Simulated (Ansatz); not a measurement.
`[SiH3][O][Ge][Cl]` + H₂S → `[SH][Ge][Cl]` + silanol  (ligand exchange at a Ge–O bond)

Gas-phase electronic energies from Ansatz, PBE0-D4/def2-TZVP geometries. CCSD(T)/CBS adds triple-zeta CCSD(T) − MP2 to the extrapolated MP2 energy (def2 sets, frozen cores). This one scheme is used for every species. DFT in def2-TZVPP. For Ge outer-core shells are correlated without core-valence functions, which leaves a few kJ/mol of doubt a bond. Scalar relativity is left out up to krypton. One conformer a species, not always the lowest.

```json
{"level": "PBE0-D4", "ΔE (kJ/mol)": "1.4", "difference from CCSD(T)/CBS": "-10.4"}
{"level": "r2SCANh-D4", "ΔE (kJ/mol)": "5.3", "difference from CCSD(T)/CBS": "-6.5"}
{"level": "r2SCAN0-D4", "ΔE (kJ/mol)": "5.2", "difference from CCSD(T)/CBS": "-6.6"}
{"level": "BHLYP-D4", "ΔE (kJ/mol)": "15.3", "difference from CCSD(T)/CBS": "3.5"}
{"level": "CAM-B3LYP-D4", "ΔE (kJ/mol)": "18.3", "difference from CCSD(T)/CBS": "6.5"}
{"level": "B2PLYP", "ΔE (kJ/mol)": "11.4", "difference from CCSD(T)/CBS": "-0.4"}
{"level": "PBE-QIDH", "ΔE (kJ/mol)": "6.6", "difference from CCSD(T)/CBS": "-5.2"}
{"level": "BLYP", "ΔE (kJ/mol)": "5.2", "difference from CCSD(T)/CBS": "-6.6"}
{"level": "r2SCAN", "ΔE (kJ/mol)": "4.6", "difference from CCSD(T)/CBS": "-7.2"}
{"level": "r2SCANh", "ΔE (kJ/mol)": "4.3", "difference from CCSD(T)/CBS": "-7.5"}
{"level": "RPA@PBE/def2-TZVPP", "ΔE (kJ/mol)": "17.3", "difference from CCSD(T)/CBS": "5.5"}
{"level": "HF/def2-TZVPP", "ΔE (kJ/mol)": "18.8", "difference from CCSD(T)/CBS": "7.0"}
{"level": "MP2/def2-TZVPP", "ΔE (kJ/mol)": "13.6", "difference from CCSD(T)/CBS": "1.8"}
{"level": "SCS-MP2/def2-TZVPP", "ΔE (kJ/mol)": "17.9", "difference from CCSD(T)/CBS": "6.1"}
{"level": "HF/def2-QZVPP", "ΔE (kJ/mol)": "20.3", "difference from CCSD(T)/CBS": "8.5"}
{"level": "CCSD/CBS(def2)", "ΔE (kJ/mol)": "13.3", "difference from CCSD(T)/CBS": "1.5"}
{"level": "CCSD(T)/CBS", "ΔE (kJ/mol)": "11.8", "difference from CCSD(T)/CBS": "0"}
```

Largest T1 diagnostic among the species: 0.014.

The D4 term adds +4.3 kJ/mol with B3LYP and +2.6 kJ/mol with PBE0; it sums over pairs of atoms, weighted by their polarisabilities, and B3LYP, whose exchange is more repulsive, gets the larger term. From BLYP to BHLYP (50 % exact exchange), in def2-TZVPP and without D4, ΔE moves by +6.3 kJ/mol.

B3LYP here is the variant with VWN-RPA as its local correlation; programs differ in this.
